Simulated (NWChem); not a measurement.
Species: InH3; SMILES [InH3]

```xyz
4

In     0.0000     0.0000     0.0000
H      1.2340     1.2340     0.0000
H      0.4517    -1.6856     0.0000
H     -1.6856     0.4517     0.0000
```
Atoms are numbered in this order, from 1.

Structure relaxed at the PBE-D3(BJ)/def2-SVP level. def2 effective core potentials on In; no spin-orbit coupling.

**Question.** List the 4 lowest vertical singlet excitations and the 4 lowest triplet ones from BHandHLYP/def2-SVPD with def2 effective core potentials on In, TDA (NWChem).

**Answer.** 
```tsv
state	energy (eV)	oscillator strength	leading excitation (squared amplitude)
S1	5.11	0.000	HOMO → LUMO (0.99)
S2	5.11	0.000	HOMO−1 → LUMO (0.99)
S3	7.69	0.291	HOMO−1 → LUMO+1 (0.93)
S4	7.69	0.291	HOMO → LUMO+1 (0.93)
T1	4.65	spin-forbidden	HOMO → LUMO (0.98)
T2	4.65	spin-forbidden	HOMO−1 → LUMO (0.98)
T3	6.14	spin-forbidden	HOMO−1 → LUMO+2 (0.44)
T4	6.14	spin-forbidden	HOMO → LUMO+2 (0.44)
```
